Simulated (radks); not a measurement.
The iodine anion I- inside a hard spherical wall (all orbitals vanish at R), configuration held at [Xe] and not refilled when levels cross. Method: scalar-relativistic Kohn-Sham, PBE, spin-polarised, spherical densities, point nucleus; computed with a radial shooting solver on a logarithmic mesh with Libxc functionals. Eigenvalues in eV for spin up, with the zero of energy where the potential of the charges vanishes at infinity; a dash marks a level that is unbound or too diffuse for the functional's potential to be trusted. A positive occupied level is held by the wall or, in an anion where self-interaction has pushed it up, behind a barrier. The pressure on the wall is -dE/dV.

R (bohr)  E (hartree)  kinetic (hartree)    e(4p)    e(4d)   e(5s)   e(5p)  e(6s, empty)  e(5d, empty)  pressure (GPa)
20        -7116.52355           7470.051  -119.72  -42.435  -9.907  -0.074         2.350         2.941        < 0.0001
15        -7116.52352           7470.051  -119.71  -42.429  -9.901  -0.069         2.945         4.063        0.000207
12        -7116.52328           7470.053  -119.68  -42.397  -9.872  -0.042         3.600         5.216         0.00356
10        -7116.52211           7470.061  -119.58  -42.296  -9.782   0.040         4.436         6.392          0.0291
7         -7116.50009           7470.189  -118.65  -41.373  -9.005   0.782         8.075         9.616            1.14
5         -7116.30926           7471.126  -114.89  -37.668  -6.116   3.863        18.822        15.956            24.4
4         -7115.74362           7473.550  -108.74  -31.676  -1.331   9.474        36.630        25.134             157
3         -7113.08533           7483.391  -93.674  -17.245  13.079  27.051        88.803        50.999            1450
